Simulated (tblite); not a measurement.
Compound: C4H11ClO2SSi.
Geometry (GFN2-xTB, Å), atoms numbered from 1 in this order:
```
atom  x, y, z in Å
C1    -1.607    1.693    0.352
Si2   -0.552    0.127    0.084
C3    -1.304   -1.010   -1.244
C4    -0.250   -0.761    1.731
C5     1.098    0.781   -0.653
S6     2.209   -0.516   -0.238
O7     2.667   -0.393    1.108
O8     1.721   -1.782   -0.681
Cl9    3.831   -0.106   -1.417
H10   -1.192    2.342    1.116
H11   -1.708    2.278   -0.557
H12   -2.605    1.415    0.669
H13   -2.224   -1.469   -0.896
H14   -0.608   -1.807   -1.493
H15   -1.537   -0.469   -2.158
H16    0.385   -0.177    2.392
H17   -1.178   -0.968    2.258
H18    0.257   -1.705    1.558
H19    1.096    0.860   -1.731
H20    1.496    1.679   -0.203
```

Computed values, GFN2-xTB/tblite, gas phase, harmonic and unscaled. Against measured fundamentals such values can be off by several per cent, at times by over 20. One conformer, not necessarily the lowest.

Harmonic wavenumbers (cm⁻¹): 50.3, 66.7, 109.7, 117.3, 126.5, 147.2, 148.9, 153.2, 170.5, 190.2, 191.2, 228.1, 273.7, 311.8, 330.4, 468.7, 510.8, 620.9, 692.8, 706.4, 745.5, 754.9, 764.0, 771.3, 799.1, 800.3, 854.5, 858.1, 874.1, 960.1, 1072.9, 1136.9, 1284.9, 1364.1, 1369.7, 1376.0, 1392.7, 1455.4, 1458.5, 1461.7, 1467.1, 1477.1, 1486.9, 3025.3, 3033.0, 3036.7, 3042.3, 3046.8, 3047.7, 3049.3, 3054.2, 3057.1, 3073.2, 3074.4.

A = 1836, B = 614.3, C = 601.0 MHz; mass 185.994 u (most abundant isotopes); point group C1, symmetry number 1.

Q: Zero-point energy?

A: ½Σν̃ = 32571 cm⁻¹ = 389.63 kJ/mol.

Q: Give the ideal-gas entropy at 400 K and 1 bar in the rigid-rotor, harmonic-oscillator model (classical rotation).

A: Translation 180.14, rotation 131.44, vibration 240.79: S = 552.4 J/(mol K).

Q: And Cp and H(400 K) − H(0)?

A: Cp = 244.30 J/(mol K), of which vibrations give 211.04 (their classical limit is 54 R = 449.0); H(400 K) − H(0) = 61.48 kJ/mol without the zero-point energy, 48.17 from vibrations.

Q: What must be added to the electronic energy to get the Gibbs energy at 400 K and 1 bar?

A: ZPE + [H(400 K) − H(0)] − T·S = 389.63 + 61.48 − 220.95 = 230.16 kJ/mol.

Q: Blend soft modes into free rotors: weight 1/[1 + (100 cm⁻¹/ν̃)⁴] for the oscillator and the rest for a rotor with moment μB/(μ + B), μ = h/(8π²ν), B = 10⁻⁴⁴ kg m². What vibrational entropy results?

A: 225.68 J/(mol K) in place of 240.79, which changes −T·S at 400 K by +6.05 kJ/mol.

Q: Which modes carry the vibrational entropy at 400 K?

A: 50.3 cm⁻¹: 22.54; 66.7 cm⁻¹: 20.20; 109.7 cm⁻¹: 16.10; 117.3 cm⁻¹: 15.55; 126.5 cm⁻¹: 14.93; 147.2 cm⁻¹: 13.70 J/(mol K); the other 48 give 137.77 together.

Hindered rotation and anharmonicity are outside this model. Other conformers, if any are populated, would add a mixing term that is left out. The structure is chiral; the term R ln 2 for an equal mix with its mirror image is left out.
